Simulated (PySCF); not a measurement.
SnCl3, SMILES [Sn]([Cl])([Cl])[Cl], multiplicity 2.

Geometry optimised at PBE0-D3(BJ)/def2-SVP. The spin state was assumed, not searched. The isomer is the one that the SMILES or the coordinates give; other isomers of the formula were not compared. The def2 effective core potentials stand for the cores of Sn; spin–orbit coupling is left out.

These are PBE/def2-TZVPD in PySCF values and carry that method's errors.

Q: Estimate the frontier levels, dipole moment and polarisability. (An estimate is asked for; the answer gives what the named calculation found.)

A: 
```
Quantity                                                                                                          Value
---------------------------------------------------------------------------------------------  ------------------------
α spin, highest occupied and lowest empty level                                                      -6.77 and -2.46 eV
β spin, highest occupied and lowest empty level                                                      -7.98 and -6.03 eV
dipole moment                                                                                                    1.94 D
quadrupole, principal values (traceless, Buckingham form, about the centre of nuclear charge)    -2.93, -2.93, 5.86 D·Å
mean static polarisability                                                                        92.0 bohr³ (13.63 Å³)
polarisability, principal values                                                               69.9, 103.0, 103.0 bohr³
⟨S²⟩                                                                                            0.752 (pure state 0.75)
```
